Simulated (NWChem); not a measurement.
System: CH$_{5}$FOSi; SMILES C[SiH](O)F

The following NWChem deck was run.

```
start job
memory heap 200 mb stack 900 mb global 1100 mb
geometry units angstroms noautoz
  Si     0.014807     0.085878     0.359745
  C     -0.269582    -1.658304    -0.214669
  O     -1.102758     1.152313    -0.227174
  F      1.496040     0.517653    -0.160167
  H     -0.014725     0.243570     1.832332
  H     -1.266028    -2.015456     0.087987
  H      0.483504    -2.335619     0.217507
  H     -0.194936    -1.734544    -1.311196
  H     -1.256294     1.165424    -1.176130
end
basis spherical
  * library def2-tzvp
end
dft
  xc xpbe96 cpbe96
  iterations 150
  mulliken
end
task dft energy
```

Geometry: optimised at PBE0/def2-SVP.

What results follow from this input? (PBE/def2-TZVP.) Quantities: energy (Ha); highest occupied level (eV); orbital gap (eV); dipole (D).


```
Item                          Result
---------------------------  -------
energy (Ha)                  -505.52
highest occupied level (eV)    -7.46
orbital gap (eV)                7.26
dipole (D)                      2.15
```
